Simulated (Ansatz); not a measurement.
## Ansatz timings: SiNH3OF2 (SMILES N[Si](O)(F)F)

SiNH3OF2: 8 atoms, total charge 0, spin state singlet. As SMILES, `N[Si](O)(F)F`. The shape is that of a PBE0-D4/def2-TZVP optimisation. This is one conformer, not always the lowest.

```xyz
8

N    -0.4423    1.0468    0.3354
Si    0.1497   -0.3262   -0.4428
O     0.3873   -1.5589    0.5789
F    -0.7876   -0.9304   -1.5633
F     1.4755    0.1241   -1.1831
H    -1.2660    1.0054    0.9119
H    -0.3117    1.9594   -0.0683
H     0.8873   -1.3772    1.3755
```

Program: Ansatz 0.2.0. Hardware: 1 thread of Intel Xeon Platinum 8259CL at 2.50GHz (Skylake/Cascade Lake), shared host, so times are rough. Ansatz fits the integrals of SCF and DFT runs by default. Its times include its search for lower SCF states.

(1) Estimate their order by wall time, quickest first.
A. gradient at HF/3-21G
B. gradient at PBE0/def2-SVP
C. gradient at B3LYP/def2-TZVP

Results:

(1) A (3.3 s), B (11 s), C (40 s).
